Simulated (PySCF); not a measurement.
# Polarisability and C₆ of Cd(2+) (cadmium, charge +2)

[Kr] 4d10, closed-shell 1S. Computed with PySCF 2.14 in ANO-RCC-VTZP, with scalar relativity by spin-free X2C-1e. Coupled (time-dependent) response in atomic units; α is the mean over directions. The basis has no added diffuse functions, which lowers α and C₆.

```json
{"method": "UHF", "mean α (bohr³)": "4.584", "C₆ (like pair)": "22.51", "S(−4)": "4.208"}
{"method": "PBE", "mean α (bohr³)": "5.219", "C₆ (like pair)": "25.94", "S(−4)": "6.589"}
{"method": "PBE0", "mean α (bohr³)": "5.003", "C₆ (like pair)": "24.81", "S(−4)": "5.656"}
{"method": "PBEsol", "mean α (bohr³)": "5.242", "C₆ (like pair)": "26.15", "S(−4)": "6.565"}
{"method": "M06", "mean α (bohr³)": "4.972", "C₆ (like pair)": "24.54", "S(−4)": "5.527"}
```

S(−4) is the Cauchy moment in α(ω) = α(0) + S(−4) ω² + …

α(iu) at M06:

```
u (hartree)  α(iu) (bohr³)
          0          4.972
     0.0500          4.958
      0.100          4.918
      0.200          4.768
      0.300          4.553
      0.500          4.052
      0.750          3.467
       1.00          2.983
       1.50          2.251
       2.00          1.727
       3.00          1.069
       5.00         0.4991
```

A single London oscillator, α(iu) = α/(1 + u²/ω²), gives C₆ = (3/4) ω α². Matching the computed C₆ needs ω = 4 × 24.54 / (3 × 4.972²) = 1.32 hartree.

For an ion, C₆ is the dispersion term alone; charge-induced terms of lower order in 1/R come first.
